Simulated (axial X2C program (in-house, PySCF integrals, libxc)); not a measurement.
**Low determinants of NiSi at the PBE0 level, with spin–orbit coupling**

Calculated with an in-house all-electron X2C program for linear molecules (integrals from PySCF). Two-component (2c) means X2C with spin–orbit coupling and atomic mean-field two-electron Coulomb and Gaunt terms. Basis: Ni dyall-cv3z [9s9p6d3f2g], Si dyall-v3z [8s7p2d1f] (cores contracted in-house); Gaussian nuclei, density fitting, unrestricted open shells. Masses: Ni 57.935 u, Si 27.977 u.

Search at 2.186 Å (vertical energies from the lowest determinant):

```
ΔE (eV)  state  electrons beyond evenly filled partner blocks  electrons in ±ω = 1/2, 3/2, 5/2, 7/2
   0.00  Ω = 3                               ω = 1/2, ω = 5/2                             31 10 1 0
   0.01  Ω = 2                              ω = -1/2, ω = 5/2                             31 10 1 0
   0.03  Ω = 4                               ω = 3/2, ω = 5/2                             30 11 1 0
   0.07  Ω = 1                              ω = -3/2, ω = 5/2                             30 11 1 0
   0.15  Ω = 2                               ω = 1/2, ω = 3/2                              31 9 2 0
   0.18  Ω = 3                                    2 × ω = 3/2                             30 10 2 0
   0.18  Ω = 1                              ω = -1/2, ω = 3/2                              31 9 2 0
```

Lowest determinant, Ω = 3 (⟨Sz⟩ = 0.00, ⟨Lz⟩ = 3.00 at PBE0): Re = 2.184 Å, ωe = 376.0 cm⁻¹.

The determinant in row 2 of the search, Ω = 2 (⟨Sz⟩ = 1.00, ⟨Lz⟩ = 1.00 at PBE0), was followed along the bond at PBE0; measured from the minimum of the lowest determinant it gives:

Te = 0.007 eV (53 cm⁻¹), Re = 2.174 Å, ωe = 378.9 cm⁻¹.

Q: Compare the bond of the determinant in row 2 with that of the lowest one.

A: At PBE0 its Re is 0.010 Å shorter and its force constant, which goes as ωe², is 1.02 times that of the lowest determinant. T0 ≈ Te + Δωe/2 = 53 + (1) = 54 cm⁻¹.

The search compares states at one distance, so a state with another bond length can lie lower; it is not exhaustive and yields mostly the lowest determinant of each block pattern, so other components and higher states of one pattern are missing. These are energies of single determinants, not of spin-adapted states; PBE0 term energies can be off by some tenths of an eV, and the functional has no current term. Open-shell Ω = 0 determinants with evenly filled partner blocks cannot be reached by this program, so the Ω shown need not be the lowest component. The lowest determinant need not be the ground state where others lie within half an eV.
